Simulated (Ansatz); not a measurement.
One change: `[SiH3]OC1=CC1` becomes `C1=CC1`.

Ansatz, PBE0-D4/def2-TZVP geometries, multiplicity 1. Each molecule was computed in one conformer, which needn't be the lowest.

```json
{"property": "LUMO energy (ωB97M-V/def2-TZVPP) / eV", "`[SiH3]OC1=CC1`": "1.65"}
{"property": "HOMO–LUMO gap (B3LYP/def2-TZVPP) / eV", "`[SiH3]OC1=CC1`": "6.19"}
{"property": "HOMO energy (ωB97M-V/def2-TZVPP) / eV", "`[SiH3]OC1=CC1`": "-8.85"}
{"property": "HOMO energy (PBE0/def2-TZVPP) / eV", "`[SiH3]OC1=CC1`": "-6.63"}
{"property": "HOMO–LUMO gap (ωB97M-V/def2-TZVPP) / eV", "`[SiH3]OC1=CC1`": "10.50"}
{"property": "LUMO energy (B3LYP/def2-TZVPP) / eV", "`[SiH3]OC1=CC1`": "-0.24"}
```

Task: What does the change do to each property? (Estimate.)

Result: Computed: 
```json
{"property": "LUMO energy (ωB97M-V/def2-TZVPP) / eV", "`C1=CC1`": "2.27", "shift": "0.62"}
{"property": "HOMO–LUMO gap (B3LYP/def2-TZVPP) / eV", "`C1=CC1`": "6.88", "shift": "0.69"}
{"property": "HOMO energy (ωB97M-V/def2-TZVPP) / eV", "`C1=CC1`": "-9.49", "shift": "-0.64"}
{"property": "HOMO energy (PBE0/def2-TZVPP) / eV", "`C1=CC1`": "-7.23", "shift": "-0.60"}
{"property": "HOMO–LUMO gap (ωB97M-V/def2-TZVPP) / eV", "`C1=CC1`": "11.76", "shift": "1.26"}
{"property": "LUMO energy (B3LYP/def2-TZVPP) / eV", "`C1=CC1`": "-0.15", "shift": "0.09"}
```

With PBE0 the HOMO falls by 0.60 eV and the LUMO rises by 0.13 eV, so the gap widens by about 0.73 eV. PBE moves the HOMO by -0.61 eV and ωB97M-V by -0.64 eV.

B3LYP here is the variant with VWN-RPA as its local correlation; programs differ in this.
